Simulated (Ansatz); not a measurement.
Input for Ansatz (development build ahead of 0.2.0):

```yaml
crystal:
  periodic: [false, false, false]
  atoms:
    - { symbol: Na, position_ang: [-1.11443, -1.11443, -1.11443] }
    - { symbol: Cl, position_ang: [-1.29133, -1.29133, 1.29133] }
    - { symbol: Cl, position_ang: [-1.29133, 1.29133, -1.29133] }
    - { symbol: Na, position_ang: [-1.11443, 1.11443, 1.11443] }
    - { symbol: Cl, position_ang: [1.29133, -1.29133, -1.29133] }
    - { symbol: Na, position_ang: [1.11443, -1.11443, 1.11443] }
    - { symbol: Na, position_ang: [1.11443, 1.11443, -1.11443] }
    - { symbol: Cl, position_ang: [1.29133, 1.29133, 1.29133] }
basis:
  gaussian: { orbitals: cc-pVDZ }
hamiltonian:
  xc: hf
```

The input is written out in the form of the current development build from the run's settings.

Output:

- Converged: yes
- Total energy: -2485.90581 hartree
- Spin squared of the determinant: 0.000

Caution: no unrestricted run beside it, a lower state can exist.
